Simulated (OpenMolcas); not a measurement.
An atom or ion with 39 electrons was computed by MS-CASPT2, IPEA 0.25 Eh, imaginary shift 0.1 Eh with spin-orbit coupling (OpenMolcas, ANO-RCC-VTZP, DKH2). The lowest levels that the run gave, each within 12 % of the measured value where one is at hand:

```csv
J,Parity,E (cm-1),g
3/2,even,0.0,0.403
5/2,even,761,1.029
7/2,even,1720,1.237
9/2,even,2810,1.331
3/2,even,10710,1.658
1/2,even,10730,2.535
5/2,even,11960,1.597
7/2,even,11970,0.891
9/2,even,12720,1.090
3/2,even,14610,1.185
1/2,even,14690,0.801
9/2,even,16680,0.933
```

Question: Which ion is it, and what are the configurations and terms?

Answer: Mo³⁺ (Z = 42, charge +3; active space 3 electrons in 5 orbitals (4d)). J, parity and g give the terms where levels are pure, and mixed ones are named by the computed weights; the size of the splittings, set against known spectra of the 39-electron sequence, gives the charge. In order, with the measured energies in cm-1 (Sugar and Musgrove, J. Phys. Chem. Ref. Data 17, 155 (1988)): 4d3 4F 3/2, 4d3 4F 5/2 (778), 4d3 4F 7/2 (1760), 4d3 4F 9/2 (2865), 4d3 4P 3/2 (10331), 4d3 4P 1/2 (10338), 4d3 4P 5/2 (11612), 4d3 2G 7/2 (11580), 4d3 2G 9/2 (12311), 4d3 2P 3/2 [47 %], 4d3 2P 1/2 (14348), 4d3 2H 9/2 (15995).

Term energies are means over components that CASPT2 splits; among the terms shown or strongly mixed into the levels shown the widest spread is 830 cm-1 (4d3 4F). Terms from blocks run as CI alone lack orbitals of their own. The CASPT2 spread within a term exceeds the gap to the next term for 4d3 2H and 4d3 2D(1), so the order of their levels is uncertain. Computed and measured levels are paired by configuration, term and J; levels that our copy of the source lacks, or whose pairing is in doubt (as where it misses far off the trend of its configuration), stay unpaired and out of the deviations. Only configurations of the active space appear.

A share in square brackets marks a mixed level and gives the weight of the term that names it. A number in round brackets counts repeated terms of one configuration in the order of the reference energies.
